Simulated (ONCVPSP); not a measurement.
nitrogen (N): from the effect back to the setting (ONCV)

Base potential:

```json
{
 "Element": "nitrogen",
 "Generator": "ONCVPSP 4.0.1",
 "Type": "optimised norm-conserving Vanderbilt (ONCV)",
 "Functional": "PBE",
 "Relativity": "scalar-relativistic",
 "Frozen core": "[He]",
 "Valence charge": "5",
 "Reference configuration": "2s2 2p2.5 (charge +0.5)",
 "Partial waves": "2s: rc 1.05 bohr, ncon 4, nbas 8, qcut 6.3 1/bohr, local; 2p: rc 2.05 bohr, ncon 4, nbas 8, qcut 5.5 1/bohr, 2 projectors, debl 3.1 Ha; d scattering state at 0.39 Ha: rc 2.25 bohr, ncon 4, nbas 8, qcut 4.6 1/bohr, 2 projectors, debl 3.2 Ha",
 "Local potential": "the s channel",
 "Core correction": "none"
}
```

Cutoffs, loose and tight: the cutoffs (Ha) at which the residual kinetic energy of the hardest occupied pseudo-wave falls to 1 and 0.1 mHa per electron. They do not see the model core or the augmentation charge, which bear on the density cutoff. Test errors are all-electron minus pseudo excitation energies from the reference, over the configurations 2s2 2p3; 2s2 2p2; 2s2 2p1; 2s2 2p0; variants that change the core or the reference have their own tests.

Only the qcut of the p channel is moved:

```csv
qcut of the p channel (1/bohr),"cutoff, loose","cutoff, tight",bound ghosts,largest test error (meV),median size of the test errors
3.2,48 Ha,145 Ha,none,+4490,591.2 meV
4.9,41 Ha,145 Ha,none,+2721,343.1 meV
5.6,41 Ha,145 Ha,none,+2237,276.2 meV
6.5,41 Ha,145 Ha,none,+1810,218.1 meV
7.3,41 Ha,145 Ha,none,+1546,183.3 meV
8.2,41 Ha,145 Ha,none,+1314,152.8 meV
```

Problem. One more run gave cutoff, loose: 41 Ha; cutoff, tight: 145 Ha; bound ghosts: none; largest test error (meV): +3157; median size of the test errors: 402.9 meV. Which value of the qcut of the p channel was used?

Solution. 4.4 1/bohr. The median size of the test errors moves one way along this sweep, from 591.2 meV at 3.2 to 152.8 meV at 8.2 1/bohr, which places the run between 3.2 and 4.9 1/bohr.
